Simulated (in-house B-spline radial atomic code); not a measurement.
Configurations of Cu⁶⁺, with energies counted from [Ar] 3d5. Level of theory: Dirac-Hartree-Fock, average of configuration, Fermi nucleus of rms radius 3.8823 fm; calculated with a radial B-spline atomic code at the basis-set limit. Energies include first-order Breit, QED and recoil terms.

Occupations are held fixed; configurations that lie above the ionisation limit could autoionise.

```csv
configuration,E - E(ref) (eV),highest orbital,its <r> (bohr)
[Ar] 3d4 5s1,87.591,5s1/2,3.091
[Ar] 3d4 4f1,91.655,4f5/2,2.443
[Ar] 3d4 6p1,107.77,6p3/2,5.282
[Ar] 3d4 6f1,115.33,6f5/2,6.626
[Ar] 3d4 7g1,120.7,7g9/2,9.055
[Ne] 3s2 3p5 3d5 4s1,121.43,4s1/2,1.666
[Ne] 3s2 3p5 3d5 5f1,182.12,5f5/2,4.307
[Ne] 3s2 3p5 3d5 6g1,190.99,6g9/2,6.272
[Ne] 3s2 3p5 3d5 7f1,195.59,7f5/2,9.361
```

(1) Order these further configurations by energy, lowest first.
A. [Ne] 3s2 3p5 3d5 5g1
B. [Ne] 3s2 3p5 3d5 7s1
C. [Ne] 3s2 3p5 3d5 5s1
D. [Ar] 3d4 7f1
E. [Ar] 3d4 4p1

(2) How far above the reference does [Ar] 3d4 7s1 lie?

(3) How far above the reference does [Ne] 3s2 3p5 3d5 7g1 lie?

(4) How far above the reference does [Ar] 3d4 5g1 lie?

Answers

(1) E (58.591 eV), D (120.4 eV), C (162.8 eV), A (182.84 eV), B (189.65 eV).

(2) 114.44 eV; its least bound orbital is 7s1/2 with <r> = 7.208 bohr.

(3) 195.9 eV; its least bound orbital is 7g9/2 with <r> = 9.054 bohr.

(4) 107.64 eV; its least bound orbital is 5g9/2 with <r> = 3.921 bohr.
